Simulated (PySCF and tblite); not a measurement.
The numbers below are computed, except where a source is named.
CF3(CH2)2OH, C₃H₅F₃O, numbered as in [OH:1][CH2:2][CH2:3][C:4]([F:5])([F:6])[F:7].

Search: ETKDG and KDG, MMFF94s, GFN2-xTB, 90 starts; geometries at GFN2-xTB. Free energies are r2SCAN-D3(BJ)/def2-TZVP (IEF-PCM, acetonitrile) single points with GFN2-xTB rigid-rotor and vibrational terms (modes under about 100 cm⁻¹ blended into free rotors). Symmetry numbers and mirror images are counted. Conformers within 3 kcal/mol (GFN2-xTB free energy) were kept, 10 at most. Codes: tblite and PySCF.

Rotational constants are equilibrium values for the commonest isotopes; dipoles come from the energy level named and are polarised by its solvent model.

Torsions listed: H1–O1–C2–C3, O1–C2–C3–C4. Of a mirror pair one member is shown.

| conformer | shape | symmetry |
| --- | --- | --- |
| 1 | 66°, 178° | C1 (pair) |
| 2 | 171°, -76° | C1 (pair) |
| 3 | -66°, 79° | C1 (pair) |
| 4 | 59°, 61° | C1 (pair) |
| 5 | 180°, 180° | Cs |

**Question.** Give the rotational constants and dipole components.

**Answer.** 
```csv
conformer,A (MHz),B (MHz),C (MHz),abs μa (D),abs μb (D),abs μc (D),κ,Ic−Ia−Ib (u Å²)
1,5079,1456,1438,1.46,1.52,1.40,-0.99,-95.3
2,4561,1798,1720,2.98,2.43,0.19,-0.95,-98.1
3,4582,1781,1704,0.35,1.44,0.33,-0.95,-97.5
4,4506,1843,1755,1.76,2.37,2.67,-0.94,-98.5
5,5089,1464,1442,2.54,0.91,0.00,-0.99,-94.0
```
